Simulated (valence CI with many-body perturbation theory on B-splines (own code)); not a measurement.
**E1 transitions of Cr17+**

Calculated by valence CI with perturbative core correlation (CI+MBPT): five valence electrons over a frozen Dirac-Fock core [He], a basis of 11 s, 11 p, 10 d, 8 f, 5 g, 2 h functions for each j, with the one-electron correlation potential Σ1, the two-electron term Σ2, the three-electron term Σ3, Breit, model QED; selected CI, second order for the rest, scaled by the run's own slope (own B-spline code, finite nucleus).

No measured levels were compared; by estimate levels of excited configurations hold to 0.05 to 0.15 % of their energy, terms of the ground configuration to about 0.5 %. Among the levels kept, up to 5400 cm⁻¹ of a level comes from second order outside the variational space, and about a tenth of that is noise between levels of different J, which matters for small intervals.

Lines 51 to 100 of 596 in falling wavelength, among levels below 911.26 eV, chosen from the strongest by gf and those to the six lowest levels. Wavelengths and rates use the calculated energies, so an error of 600 cm⁻¹ moves a line at 477.0 Å by 0.29 % and its rate by three times that or more. Electric multipoles are in the length gauge, E1 and E2 with the static RPA response of the core. Weak lines are less certain than strong ones. Lines between different terms over intervals too small for the method are left out, as are lines whose strength nearly cancels. Where a level lies close to another of its J and parity, the split of strength between their lines is uncertain. The highest levels of a list are the least certain.

Names give the largest LS component (configuration and term), which can be under half, so a name can repeat, a term be missing and a line seem to break the LS rules; names also repeat where a configuration has a term twice. Letters in brackets count levels of one name in rising energy.

```csv
λ vac (Å),Upper,Lower,A (s⁻¹),log gf,Branch %
477.0,2s2p³3d ⁶D°_7/2,2s2p³3p ⁶P_7/2,6.21e+08,-0.77,5.0
476.7,2s2p³3d ²F°_5/2 [c],2s2p³3p ²D_3/2 [c],1.01e+09,-0.68,0.0
474.8,2s2p³3p ⁴F_9/2,2s2p³3s ⁴D°_7/2,2.64e+09,-0.05,30.7
474.1,2s2p³3d ⁶D°_9/2,2s2p³3p ⁶P_7/2,1.78e+09,-0.22,80.9
472.7,2s2p³3d ⁴G°_11/2,2s2p³3p ⁴F_9/2,2.24e+09,-0.04,42.0
471.9,2s²2p²3p ⁴D°_3/2,2s²2p²3s ⁴P_1/2,1.86e+09,-0.60,10.2
471.7,2s2p³3p ²P_3/2 [e],2s2p³3s ²P°_1/2 [b],1.84e+09,-0.61,0.3
471.7,2s2p³3d ⁴F°_9/2 [b],2s2p³3p ⁴D_7/2 [b],2.21e+09,-0.13,15.3
471.1,2s2p³3p ²P_3/2 [a],2s2p³3s ⁴D°_1/2,1.05e+09,-0.86,0.1
471.1,2s²2p²3p ²F°_7/2,2s²2p²3s ²D_5/2,2.37e+09,-0.20,10.8
468.3,2s2p³3d ²P°_3/2 [a],2s2p³3p ⁴P_1/2 [b],6.54e+08,-1.07,0.0
468.1,2s2p³3d ⁴F°_9/2 [a],2s2p³3p ⁴D_7/2 [a],2.03e+09,-0.18,28.5
468.0,2s2p³3p ⁶P_7/2,2s2p³3s ⁶S°_5/2,2.06e+09,-0.27,0.4
467.9,2s2p³3p ²P_3/2 [c],2s2p³3s ⁴S°_3/2 [b],8.63e+08,-0.95,0.1
467.4,2s2p³3d ⁴F°_5/2 [a],2s2p³3p ⁴D_5/2 [a],9.41e+08,-0.73,0.2
464.5,2s2p³3p ⁴D_7/2 [a],2s2p³3s ⁴D°_5/2,2.10e+09,-0.26,1.8
464.3,2s²2p²3d ²G_7/2,2s2p³3s ⁶S°_5/2,6.24e+08,-0.79,0.0
463.4,2s2p³3d ⁴D°_5/2 [d],2s2p³3p ⁴P_5/2 [d],5.25e+08,-0.99,0.0
461.5,2s2p³3p ²D_3/2 [a],2s2p³3s ²D°_5/2 [a],8.83e+08,-0.95,0.0
460.7,2s2p³3d ⁴G°_7/2,2s2p³3p ⁴D_5/2 [b],2.04e+09,-0.28,0.5
459.4,2s2p³3d ²G°_9/2 [b],2s2p³3p ²F_7/2 [b],2.39e+09,-0.12,5.6
458.1,2s²2p²3d ²D_5/2 [b],2s²2p²3p ²D°_5/2 [b],7.85e+08,-0.83,0.0
457.7,2s2p³3d ⁴D°_7/2 [c],2s2p³3p ⁴P_5/2 [c],1.43e+09,-0.45,0.0
456.8,2s²2p²3p ²P°_1/2 [c],2s²2p²3s ²S_1/2,2.56e+09,-0.80,4.7
456.6,2s2p³3d ⁴F°_7/2 [b],2s2p³3p ⁴D_5/2 [c],2.10e+09,-0.28,0.2
456.5,2s2p³3d ⁴S°_3/2,2s2p³3p ⁴P_5/2 [b],8.48e+08,-0.97,0.0
456.1,2s2p³3p ²P_3/2 [f],2s2p³3s ²P°_3/2 [b],2.14e+09,-0.57,0.2
455.9,2s2p³3d ⁴G°_9/2,2s2p³3p ⁴F_7/2,1.64e+09,-0.29,22.5
455.0,2s2p³3d ⁴F°_3/2 [a],2s2p³3p ⁴D_1/2 [a],9.93e+08,-0.91,0.4
454.9,2s2p³3d ⁴D°_5/2 [c],2s2p³3p ⁴P_5/2 [c],7.31e+08,-0.87,0.0
454.9,2s²2p²3p ²D°_5/2 [a],2s²2p²3s ²P_3/2,1.55e+09,-0.54,5.7
454.7,2s2p³3d ⁴D°_7/2 [d],2s2p³3p ⁴P_5/2 [d],2.18e+09,-0.27,0.1
454.0,2s²2p²3p ²P°_3/2 [a],2s²2p²3s ²P_3/2,1.39e+09,-0.77,2.3
454.0,2s2p³3d ⁶D°_3/2,2s2p³3p ⁶P_5/2,7.13e+08,-1.06,1.6
453.4,2s2p³3d ⁶D°_5/2,2s2p³3p ⁶P_5/2,1.46e+09,-0.57,5.0
452.4,2s2p³3d ⁴F°_7/2 [a],2s2p³3p ⁴D_5/2 [a],1.20e+09,-0.53,0.2
452.4,2s2p³3d ⁶D°_7/2,2s2p³3p ⁶P_5/2,1.59e+09,-0.41,12.9
451.5,2s²2p²3p ²D°_3/2 [b],2s²2p²3s ²D_3/2,7.89e+08,-1.02,0.9
450.2,2s²2p²3d ⁴F_9/2,2s²2p²3p ⁴D°_7/2,2.31e+09,-0.15,99.5
450.0,2s2p³3d ⁴D°_5/2 [c],2s2p³3p ⁴P_3/2 [c],8.32e+08,-0.82,0.0
449.8,2s2p³3p ²S_1/2 [b],2s2p³3s ²P°_3/2 [b],2.41e+09,-0.84,0.3
446.8,2s2p³3d ⁴F°_5/2 [a],2s2p³3p ⁴D_3/2 [a],9.58e+08,-0.76,0.2
446.3,2s²2p²3d ⁴D_7/2,2s²2p²3p ⁴D°_7/2,6.89e+08,-0.78,8.3
445.7,2s2p³3p ²D_3/2 [a],2s2p³3s ²D°_3/2 [a],1.76e+09,-0.68,0.0
445.6,2s2p³3p ⁴P_3/2 [c],2s2p³3s ⁴P°_5/2,1.05e+09,-0.90,0.1
445.1,2s2p³3p ²D_3/2 [c],2s2p³3s ²D°_3/2 [b],2.26e+09,-0.57,0.3
444.2,2s2p³3d ⁶D°_1/2,2s2p³3p ⁶P_3/2,2.60e+09,-0.81,6.2
443.8,2s2p³3d ⁶D°_3/2,2s2p³3p ⁶P_3/2,1.84e+09,-0.66,4.0
443.3,2s2p³3d ⁶D°_5/2,2s2p³3p ⁶P_3/2,8.30e+08,-0.83,2.9
442.8,2s²2p²3d ⁴F_7/2,2s²2p²3p ⁴D°_5/2,2.36e+09,-0.26,1.3
```

Problem. How does gf follow from A for the line at 461.5 Å?

Solution. gf = 1.4992 × (2J+1)_upper × A / σ², with σ = 216667 cm⁻¹ and 2J+1 = 4: gf = 0.113.
